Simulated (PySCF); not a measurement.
Geometry:
```csv
atom,x (Å),y (Å),z (Å)
C1,0.712,1.216,-0.312
C2,1.240,0.834,0.857
Si3,2.312,-0.683,1.067
Si4,4.517,-0.038,1.531
Cl5,5.641,-1.764,1.825
H6,0.105,2.124,-0.404
H7,0.858,0.637,-1.231
H8,1.054,1.461,1.739
H9,2.305,-1.493,-0.191
H10,1.843,-1.533,2.206
H11,4.608,0.793,2.769
H12,5.122,0.729,0.402
```

PySCF 2.14.0 with density-fitted response routines calculation with NMR shieldings at B97-2/pcSseg-2/GIAO and geometry from PBE0-D3(BJ)/def2-SVP; isolated molecule, a single conformation, rapidly exchanging positions averaged, non-relativistic Hamiltonian.

Shifts are taken against calculated references (same method and geometry level): $^{13}$C and $^{1}$H and $^{29}$Si vs TMS; $^{35}$Cl vs HCl.

| atoms | nucleus | count | δ (ppm) |
| --- | --- | --- | --- |
| H8 | $^{1}$H | 1 | 6.21 |
| Cl5 | $^{35}$Cl | 1 | ? |
| C1 | $^{13}$C | 1 | ? |
| H6 | $^{1}$H | 1 | ? |
| C2 | $^{13}$C | 1 | 136.0 |
| Si4 | $^{29}$Si | 1 | -27.8 |
| H11/H12 | $^{1}$H | 2 | 5.04 |
| H7 | $^{1}$H | 1 | 6.33 |
| H9/H10 | $^{1}$H | 2 | 4.24 |
| Si3 | $^{29}$Si | 1 | -63.3 |

Complete the table.

Results:


- C1: 147.0 ppm, terminal =CH2 carbon; as expected for a trigonal carbon in a double bond
- H6: 6.39 ppm, hydrogen on a terminal =CH2 carbon; attached to an sp2 carbon and in the plane of the double bond
- Cl5: -91 ppm, chlorine bonded to Si

Shifts are as computed. Against solution values, carbons near 30 ppm lie about +4 ppm off and those near 130 ppm about +7 ppm. Of 1313 compounds with measured shifts, 239 miss one by over three times the rms of a fit or turn the order of signals round; such compounds aren't used in these exercises.
